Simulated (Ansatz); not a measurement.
Mg₂Se₂⁺, relaxed as a doublet with UKS r2SCAN-D4/def2-SVP in Ansatz, starting from the GFN2-xTB geometry. Force threshold 0.02 eV/Å.

The structure comes from a short search, and lower isomers may exist.

Start:

```xyz
4

Mg   -0.089    0.976    1.093
Mg    0.089   -0.978   -1.093
Se    1.756   -0.595    0.681
Se   -1.756    0.597   -0.680
```

Problem. Estimate the energy that the relaxation releases and the steps that it takes.

Solution. 0.02 eV, in 4 steps; 24 s on 4 threads of Arm Neoverse V1 on a shared host. No frequencies were taken in this run, so the end may be a saddle point.

Problem. Does the start keep its bonding and symmetry?

Solution. By distances, no bond broke or formed. The bond that changes most is Mg1–Se3, from 2.46 to 2.50 Å (atoms count from 1). Point group D2h at the start, D2h at the end, both within 0.05 Å.

Problem. Predict the relaxed structure.

Solution. 
```xyz
4

Mg   -0.091    0.973    1.089
Mg    0.090   -0.974   -1.088
Se    1.799   -0.611    0.696
Se   -1.798    0.611   -0.696
```
Bond lengths (bridged metal pairs left out): 4 × Mg–Se 2.50 Å.
